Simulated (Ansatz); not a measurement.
# Ligand exchange: SnH3Cl + Cd(CH3)F → SnH3F + Cd(CH3)Cl

Species: SnH3Cl `[Cl][SnH3]`, singlet; Cd(CH3)F, singlet; SnH3F `[F][SnH3]`, singlet; Cd(CH3)Cl, singlet. The partners trade Cl for F: Sn–Cl and Cd–F bonds give way to Sn–F and Cd–Cl.

Shapes, held fixed at every level: PBE0-D4/def2-TZVP. Programs: Ansatz 0.2.0. The zero-point and thermal change to 298 K, harmonic and unscaled (PBE0-D4/def2-TZVP), is 0.0 kJ/mol.

```
               level                   kind  ΔH(298 K) (kJ/mol)  less CCSD(T)/def2-TZVPP
         HF/def2-SVP           Hartree–Fock               -50.6                     -7.6
    SPW92/def2-TZVPP                    LDA               -37.1                     +5.9
r2SCAN-D4/def2-TZVPP               meta-GGA               -40.3                     +2.7
        MP2/def2-SVP    perturbation theory               -48.6                     -5.6
       CCSD/def2-SVP  coupled cluster or CI               -45.5                     -2.5
     CCSD/def2-TZVPP  coupled cluster or CI               -44.0                     -1.0
  CCSD(T)/def2-TZVPP  coupled cluster or CI               -43.0                      0.0
```

The highest level, CCSD(T)/def2-TZVPP, gives ΔH(298 K) = -43.0 kJ/mol; the levels span -50.6 to -37.1. The column of differences is taken from that level and isn't an error. No measured value is set beside it here. For atoms past krypton def2 sets carry core potentials with scalar relativity. Outer-core shells of Cd, Sn are correlated, in sets that cover them unevenly.
